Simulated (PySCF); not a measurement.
C₂H₇BO₃Si, SMILES B([SiH2]C(=O)C)(O)O, GFN2-xTB optimised geometry.

```
14

C      2.46     1.18    -0.38
C      1.03     0.80    -0.17
O      0.15     1.64    -0.10
Si     0.54    -1.08     0.00
B     -1.43    -1.08     0.00
O     -2.16     0.06     0.00
O     -2.09    -2.26     0.00
H      2.82     0.71    -1.30
H      2.59     2.26    -0.44
H      3.05     0.78     0.44
H      1.25    -1.48     1.23
H      1.29    -1.74    -1.08
H     -1.65     0.88    -0.01
H     -3.05    -2.18     0.01
```

Density from PySCF with B3LYP/def2-TZVP at that geometry.

Minimum of the electron density along straight lines between bonded atoms, close to the bond critical point (lines longer than 1.1 times the sum of covalent radii, or with two minima, are not listed):

```tsv
bond	length / Å	ρ at the minimum / e bohr⁻³	∇²ρ there / e bohr⁻⁵	position (fraction from the first atom)
C1–C2	1.499	0.266	-0.71	0.49
C2–O3	1.220	0.409	-0.13	0.34
C2–Si4	1.943	0.111	0.14	0.62
Si4–B5	1.978	0.121	-0.06	0.39
B5–O6	1.352	0.215	0.93	0.33
B5–O7	1.354	0.214	0.97	0.33
C1–H8	1.087	0.278	-0.95	0.64
C1–H9	1.088	0.281	-0.98	0.64
C1–H10	1.087	0.278	-0.95	0.64
Si4–H11	1.474	0.121	0.17	0.49
Si4–H12	1.473	0.122	0.17	0.49
O6–H13	0.967	0.349	-2.43	0.82
O7–H14	0.960	0.359	-2.45	0.81
```
